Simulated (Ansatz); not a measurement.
Two structures of GeSiH₅F, singlet, reached by relaxing down either side of one saddle point (PBE0-D4/def2-TZVP). Energies are electronic, without zero-point energy. Ansatz 0.2.0; basis: def2-TZVPP and def2-QZVPP; cores frozen in the correlated methods. Filled d shells of the heavier atoms are correlated. The def2 sets are not built for correlating such inner shells, so the correlated values are less sure here. Extrapolation: Hartree–Fock as exp(−7.88 √X), correlation as X^−2.97. First:

```
atom    x (Å)    y (Å)    z (Å)
 Si1  -0.1236   0.3573   1.1705
 Ge2   0.0966  -0.2394  -1.1279
  F3   0.4661  -1.9508  -1.1654
  H4  -1.1959  -0.0821  -1.9487
  H5   1.2696   0.4479  -1.8496
  H6  -1.2245  -0.4263   1.7851
  H7  -0.4395   1.8079   1.2554
  H8   1.1514   0.0856   1.8806
```

Second:

```
8
angstrom
Si 0.0745 0.0166 1.4313
Ge -0.5598 0.4736 -1.8625
F 0.5213 -0.5635 -0.0271
H -0.8028 -0.9834 -2.4472
H 0.8682 0.5781 -2.5509
H -1.3770 -0.2151 1.5759
H 0.4183 1.4527 1.4625
H 0.8574 -0.7589 2.4179
```

(1) Which bonds change from the first to the second?

(2) Give the saddle point's structure and its height above each. (To be estimated.)

The T1 diagnostic stays at or below 0.014.

Results:

(1) GeSiH₅F ([F][GeH2][SiH3]) → SiH₃F ([F][SiH3]) + GeH₂; bonds formed: Si1–F3; bonds broken: Si1–Ge2, Ge2–F3.

(2) Computed: 142.0 kJ/mol above the first and 60.7 kJ/mol above the second (CCSD(T) at an estimated basis limit (MP2 extrapolated from triple and quadruple zeta, plus CCSD(T) − MP2 in triple zeta)).
| atom | x (Å) | y (Å) | z (Å) |
| --- | --- | --- | --- |
| Si1 | -0.0010 | 0.1392 | 1.1332 |
| Ge2 | -0.1818 | 0.2860 | -1.3721 |
| F3 | 0.5823 | -1.0802 | -0.1212 |
| H4 | -1.1354 | -0.5985 | -2.2280 |
| H5 | 1.0287 | 0.4683 | -2.3341 |
| H6 | -1.3572 | -0.3777 | 1.4219 |
| H7 | 0.0462 | 1.5972 | 1.4474 |
| H8 | 1.0183 | -0.4341 | 2.0528 |

Losses and insertions of silylenes and their heavier kin drive the gas-phase chemistry of silicon and germanium vapour deposition.

Labels in which every atom is bracketed show which atoms are joined, not bond orders.

For scale, one of the runs: CCSD(T)/def2-TZVPP, 191 basis functions (an equivalent command: `ansatz run in.yaml --threads 4`). Time: 41 s of wall clock on 4 CPU threads; the host was shared. Peak host memory: 2 GiB.
